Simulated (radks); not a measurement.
The numbers below are computed, except where a source is named.
Ionisation of the promethium ion Pm30+, [Ar] 3d10 4s2 4p1, to [Ar] 3d10 4s2 as the strength of local exchange is varied. Code: a radial shooting solver on a logarithmic mesh with Libxc functionals. Model: Dirac Kohn-Sham, Slater X-alpha exchange (alpha = 2/3 is LDA exchange), no correlation, spin-unpolarised, spherical densities, finite nucleus; open shells fill j = l - 1/2 first; Fermi nuclear charge, rms radius 4.962 fm.

[
 {"alpha": "0.57", "E(Pm30+) (hartree)": "-9517.9287", "exchange (hartree)": "-153.1098", "IE (eV)": "1152.3", "-e of the level emptied (eV)": "1130.6 (4p1/2)", "<r> of it (bohr)": "0.5275"},
 {"alpha": "0.667", "E(Pm30+) (hartree)": "-9544.0115", "exchange (hartree)": "-179.5394", "IE (eV)": "1159.6", "-e of the level emptied (eV)": "1138.0 (4p1/2)", "<r> of it (bohr)": "0.5255"},
 {"alpha": "0.816", "E(Pm30+) (hartree)": "-9584.1827", "exchange (hartree)": "-220.3498", "IE (eV)": "1170.8", "-e of the level emptied (eV)": "1149.3 (4p1/2)", "<r> of it (bohr)": "0.5224"},
 {"alpha": "0.943", "E(Pm30+) (hartree)": "-9618.5240", "exchange (hartree)": "-255.3375", "IE (eV)": "1180.4", "-e of the level emptied (eV)": "1159.1 (4p1/2)", "<r> of it (bohr)": "0.5199"},
 {"alpha": "0.945", "E(Pm30+) (hartree)": "-9619.0655", "exchange (hartree)": "-255.8900", "IE (eV)": "1180.5", "-e of the level emptied (eV)": "1159.2 (4p1/2)", "<r> of it (bohr)": "0.5198"},
 {"alpha": "1.04", "E(Pm30+) (hartree)": "-9644.8161", "exchange (hartree)": "-282.1863", "IE (eV)": "1187.8", "-e of the level emptied (eV)": "1166.6 (4p1/2)", "<r> of it (bohr)": "0.5180"}
]

NIST Atomic Spectra Database: 1158 +/- 4 eV (theoretical). The Delta-SCF value meets it near alpha = 0.65. Spin polarisation and multiplet splitting are left out, so open shells lie too high by an amount that depends on their filling.

Beside tabulated values, note that spin-unpolarised runs miss the spin-polarisation part of the exchange energy of open shells.
